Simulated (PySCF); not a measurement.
Tb²⁺: ionisation energy

Tb²⁺ [Xe] 4f9 [4f5/2^6 4f7/2^3, M_J = 15/2] → Tb³⁺ [Xe] 4f8 [4f5/2^6 4f7/2^2, M_J = 6], as a difference of total energies. Calculation: PySCF 2.14, in x2c-SVPall-2c (7s10p9d3f1g, 112 functions); the two-component X2C-1e Hamiltonian. Correlated levels: [Ar] 3d10 frozen; the 16 highest virtual spinors dropped. "Screened" scales the spin-orbit matrix elements by Boettger's factors to mimic the two-electron term; Breit and QED terms are absent.

| method | ionisation energy (eV) | difference from reference (eV) |
| --- | --- | --- |
| GHF (spin-free) | 17.635 | -4.185 |
| GMP2 (spin-free) | 20.940 | -0.880 |
| GHF (screened spin-orbit) | 17.737 | -4.083 |
| GMP2 (screened spin-orbit) | 21.050 | -0.770 |

Reference: 21.82 ± 0.03 eV (semi-empirical (NIST evaluation); NIST Atomic Spectra Database, ionization energies).

The spin-free rows relax to the high-spin LS determinant and lack the spin-orbit shift.

Errors of the correlated levels include the incompleteness of this basis and the frozen core.

The labels give the starting determinants; with spin-orbit coupling the two ends relaxed to ⟨J²⟩ = 63.77, ⟨L²⟩ = 30.57, ⟨S²⟩ = 8.63 and ⟨J²⟩ = 42.02, ⟨L²⟩ = 12.34, ⟨S²⟩ = 11.88.
